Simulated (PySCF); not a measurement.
**Electron correlation in Xe⁺ (xenon, charge +1)**

[Kr] 4d10 5s2 5p5, 2P determinant. All numbers are calculated (PySCF 2.14, the spin-free X2C one-electron Hamiltonian (Gaussian nucleus), in aug-cc-pwCVTZ-DK3 (10s9p7d4f1g, 109 functions)). Frozen: [Kr] 4d10; 7 electrons correlated.

```csv
level,correlation energy (mhartree)
CCSD,-142.11
(T),-4.23
CCSD(T),-146.34
```

Diagnostics: T1 = 0.0064, D1 = 0.0197, largest double amplitude 0.036.

Cost of the coupled-cluster step: of the order of 40 core-seconds, for 7 correlated electrons.
